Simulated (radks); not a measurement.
Q: Ionisation of the indium ion In+, [Kr] 4d10 5s2, to [Kr] 4d10 5s1 as the strength of local exchange is varied. Calculated with a radial shooting solver on a logarithmic mesh with Libxc functionals: scalar-relativistic Kohn-Sham, Slater X-alpha exchange (alpha = 2/3 is LDA exchange), no correlation, spin-polarised, spherical densities, finite nucleus; Fermi nuclear charge, rms radius 4.6156 fm.

alpha  E(In+) (hartree)  exchange (hartree)  IE (eV)  -e of the level emptied (eV)  <r> of it (bohr)
0.556       -5846.67045          -124.06551   17.066                   13.096 (5s)             2.553
0.557       -5846.89408          -124.29334   17.074                   13.105 (5s)             2.553
0.667       -5871.54471          -149.45696   18.065                   14.120 (5s)             2.495
0.68        -5874.46472          -152.44424   18.184                   14.242 (5s)             2.488
0.701       -5879.18465          -157.27582   18.376                   14.440 (5s)             2.478
x           -5849.35454          -126.80057   17.173                   13.205 (5s)             2.547

Which alpha was used in the last row?

A: alpha = 0.568. NIST Atomic Spectra Database: 18.870 eV (measured). The central value is not met in this range of alpha.
